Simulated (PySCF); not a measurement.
Ge (germanium, neutral): PBE0 calculation

Configuration: [Ar] 3d10 4s1 4p2 4d1, one real determinant (an excited configuration). Computed with PySCF 2.14 in x2c-TZVPPall with one added diffuse shell each of s, p, d type (7s6p5d1f, 57 functions), with scalar relativity by spin-free X2C-1e.

```json
{"Total energy": "-2097.989 hartree", "One-electron energy": "-2915.397 hartree", "Hartree (Coulomb) energy": "897.223 hartree", "Exchange-correlation energy": "-79.816 hartree", "⟨S²⟩": "6.0010", "⟨L²⟩": "7.939", "Sum of ⟨r⟩": "26.44 bohr", "Sum of ⟨r²⟩": "61.78 bohr²", "Traceless quadrupole moment −½Σ⟨3z² − r²⟩ along its main axis": "-2.89 e·bohr²", "Langevin diamagnetic susceptibility": "-48.9 ×10⁻⁶ cm³/mol"}
```

| shell | electrons | mean orbital energy (hartree) | spread (hartree) | rms radius, mean of both spins (bohr) |
| --- | --- | --- | --- | --- |
| 1s α | 1 | -404.74738 | 0 | 0.0542 |
| 1s β | 1 | -404.74043 | 0 | 0.0542 |
| 2s α | 1 | -51.37047 | 0 | 0.228 |
| 2s β | 1 | -51.36623 | 0 | 0.228 |
| 2p α | 3 | -44.88223 | 0.00236 | 0.203 |
| 2p β | 3 | -44.87755 | 0.00579 | 0.203 |
| 3s α | 1 | -6.70184 | 0 | 0.669 |
| 3s β | 1 | -6.68862 | 0 | 0.669 |
| 3p α | 3 | -4.69735 | 0.01059 | 0.700 |
| 3p β | 3 | -4.68562 | 0.01664 | 0.700 |
| 3d α | 5 | -1.41483 | 0.01385 | 0.823 |
| 3d β | 5 | -1.40004 | 0.01743 | 0.823 |
| 4s α | 1 | -0.66691 | 0 | 2.18 |
| 4p α | 2 | -0.32738 | 0 | 2.74 |
| 4d α | 1 | -0.02037 | 0 | 5.57 |

⟨L²⟩ = 7.94 against 12 for a pure F term, so this real determinant mixes terms. The outer electron is Rydberg-like, and this basis confines it to a smaller radius and binds it less than a complete one would.

Densities and radii are taken from the X2C orbitals without a picture-change correction, which distorts them close to the nucleus.
